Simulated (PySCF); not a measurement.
Core-level binding energies of B(SMe)3

Compound: B(SMe)3, C3H9BS3.
Structure used (PBE0-D3(BJ)/def2-SVP), in Å, numbered top down from 1:
```
atom  x, y, z in Å
B1    -0.0022   -0.0001    0.0055
S2     1.5714   -0.8567    0.2045
C3     2.5370   -0.3127   -1.2312
H4     2.0320   -0.5832   -2.1690
H5     3.5046   -0.8281   -1.1777
H6     2.7007    0.7735   -1.2044
S7    -0.2652    1.0845   -1.4103
C8    -1.9573    1.6915   -1.1718
H9    -2.1778    2.3594   -2.0145
H10   -2.0435    2.2524   -0.2310
H11   -2.6751    0.8599   -1.1691
S12   -1.3132   -0.2298    1.2221
C13   -0.5862   -1.3855    2.4149
H14    0.3141   -0.9574    2.8770
H15   -0.3305   -2.3386    1.9317
H16   -1.3432   -1.5630    3.1897
```

Theory: delta-SCF UKS SCAN, pcX-2 on the ionised atom, pcseg-1 elsewhere, spin-free X2C (PySCF). Binding energies are ΔSCF values: E(core-ionised, relaxed orbitals) − E(ground state) at a fixed geometry, referred to the vacuum level.

Task: What binding energy does each computed site have?

Result: 
| atom(s) | bonded to | level | binding energy (eV) | count |
| --- | --- | --- | --- | --- |
| B1 | 3 S | B 1s | 195.92 | 1 |
| C3/C8/C13 | S and 3 H | C 1s | 291.20 | 3 |
| S2/S7/S12 | C and B | S 1s | 2476.70 | 3 |

Task: Which photon wavelength matches the S 1s of S2/S7/S12 threshold?

Result: λ = hc/E = 12398.42 eV Å / 2476.70 eV = 5.006 Å.

The first atom of each set that the bonding makes equivalent was ionised and stands for the set. Not every level is listed. Geometry: PBE0-D3(BJ)/def2-SVP, one conformer, isolated molecule.
